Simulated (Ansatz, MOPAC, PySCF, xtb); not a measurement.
Pair of molecules: SiH4 (SMILES [SiH4]) (first 5 atoms) with H2Se (SMILES [SeH2]); geometry from B3LYP-D3(BJ)/def2-TZVP, rigid monomers moved along the line of their centres of mass till Si1···Se6 is 5.44 Å.
(charge 0, multiplicity 1):
```csv
atom,x (Å),y (Å),z (Å)
Si,0.1951,-0.0097,0.0356
H,-0.6141,-1.1760,0.4501
H,-0.4440,1.2378,0.5102
H,0.2729,0.0252,-1.4451
H,1.5616,-0.1160,0.5903
Se,-0.2292,0.0503,5.4635
H,0.1902,1.4523,5.3212
H,-1.6233,0.4021,5.1570
```

Interaction energies are E(AB) − E(A) − E(B) at the monomers' geometry in the complex; basis-set methods are counterpoise corrected. Rows marked so take none.

Cores are frozen in the correlated methods. Filled d and f shells under p-block atoms count as core. Rows in 6-31G* carry no dispersion term and start afresh at each structure (6-31G* with six Cartesian d functions); the Pople sets are all-electron and without relativity. The state reached by PM3 isn't checked.

Run with Ansatz (a first-principles code) with Gaussian orbitals; MOPAC for PM3 (differences of heats of formation); PySCF for 6-31G* rows, the dispersion terms; xtb for the GFN methods. Each number belongs to the level named beside it.

| level | interaction energy (meV) |
|---|---|
| PM3 | 7.9 |
| GFN2-xTB | -10.3 |
| HF/def2-SVPD | -4.1 |
| PBE-D3(BJ)/def2-TZVPPD | -18.6 |
| r2SCAN-D4/def2-TZVPPD | -13.6 |
| B3LYP/6-31G* (no counterpoise) | -3.5 |
| wB97M-V/def2-TZVPPD | ? |
| SCS-MP2/def2-TZVPPD | ? |
| CCSD(T)/def2-SVPD | -13.5 |

Q: Fill in the missing entries.

A: 
- wB97M-V/def2-TZVPPD, interaction energy (meV): -14.2
- SCS-MP2/def2-TZVPPD, interaction energy (meV): -11.5
